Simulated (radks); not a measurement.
The titanium ion Ti4+, 18 electrons, occupied as [Ar].

Method: scalar-relativistic Kohn-Sham, SCAN, spin-polarised, spherical densities, finite nucleus; meta-GGA in the generalised Kohn-Sham scheme; Fermi nuclear charge, rms radius 3.5921 fm; computed with a radial shooting solver on a logarithmic mesh with Libxc functionals.

Energy parts (hartree):
part                       energy
total                  -850.55709
kinetic                 857.88855
electron-nucleus      -1986.17010
Hartree                 318.54955
exchange-correlation    -40.82509

Orbitals (lengths in bohr, moments of r in powers of bohr; <r^-3> diverges for s and p1/2; r(max) is where P^2 peaks):
[
 {"orbital": "1s", "occ.": "2", "eigenvalue (hartree)": "-181.6624", "<r^-3>": "-", "<r^2>": "0.006520", "r(max)": "0.04556", "<r>": "0.06961"},
 {"orbital": "2s", "occ.": "2", "eigenvalue (hartree)": "-22.05520", "<r^-3>": "-", "<r^2>": "0.1240", "r(max)": "0.2684", "<r>": "0.3238"},
 {"orbital": "2p", "occ.": "6", "eigenvalue (hartree)": "-18.55447", "<r^-3>": "265.2", "<r^2>": "0.1033", "r(max)": "0.2197", "<r>": "0.2894"},
 {"orbital": "3s", "occ.": "2", "eigenvalue (hartree)": "-4.26445", "<r^-3>": "-", "<r^2>": "1.090", "r(max)": "0.8575", "<r>": "0.9758"},
 {"orbital": "3p", "occ.": "6", "eigenvalue (hartree)": "-3.32074", "<r^-3>": "33.42", "<r^2>": "1.225", "r(max)": "0.8826", "<r>": "1.027"}
]

The highest occupied level is 3p at -90.362 eV. The electron density at the nucleus is 8534 e/bohr^3 (large components only). Summed over all electrons, <r^2> = 10.41 bohr^2, which gives a Langevin (diamagnetic) susceptibility term of -8.25 x 10^-6 cm^3/mol. For comparison, the ionisation energy in NIST's Atomic Spectra Database is 99.30 eV (measured). In exact Kohn-Sham theory the highest level is minus the ionisation energy, but local and semilocal functionals leave it too shallow, through self-interaction and a potential that decays too fast; potentials with the right tail come closer. The density falls to 0.001 e/bohr^3 at r = 2.51 bohr.

Empty levels of this run are not shown, since the potential may be unsettled where no density lies.
